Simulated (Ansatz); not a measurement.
`CB[TeH]` + `BCC[SiH3]` → `BCCBC` + `[SiH3][TeH]`  (redistribution)

Computed with Ansatz on PBE0-D4/def2-TZVP structures; ΔE is electronic, products minus reactants. CCSD(T)/CBS is the MP2 limit (def2-TZVPP, def2-QZVPP) plus CCSD(T) − MP2 in def2-TZVPP, frozen cores. Functionals use def2-TZVPP. B3LYP here is the variant with VWN-RPA as its local correlation; programs differ in this. Elements past krypton have def2 core potentials. For Te outer-core shells are correlated without core-valence functions, which leaves a few kJ/mol of doubt a bond. One conformer a species, not always the lowest.

Question: Is it downhill or uphill in electronic energy at CCSD(T)/CBS, and by how much? (An estimate is asked.)

Answer: Computed: Uphill: ΔE = +12.2 kJ/mol.

Question: What do these levels give: PBE0, B3LYP, MP2/def2-TZVPP, CCSD/def2-TZVPP, MP2/def2-QZVPP, CCSD/CBS(def2)? (An estimate is asked.)

Answer: Ansatz gave: PBE0 6.7, B3LYP 6.5, MP2/def2-TZVPP 17.1, CCSD/def2-TZVPP 11.9, MP2/def2-QZVPP 14.8, CCSD/CBS(def2) 8.1 kJ/mol.

Largest T1 diagnostic among the species: 0.013.

From PBE to PBE0 (25 % exact exchange), in def2-TZVPP and without D4, ΔE moves by −4.0 kJ/mol. In def2-TZVPP, CCSD(T) changes the Hartree–Fock value by +19.2 kJ/mol (the triples alone add +4.1 kJ/mol) and MP2 by +20.4 kJ/mol.
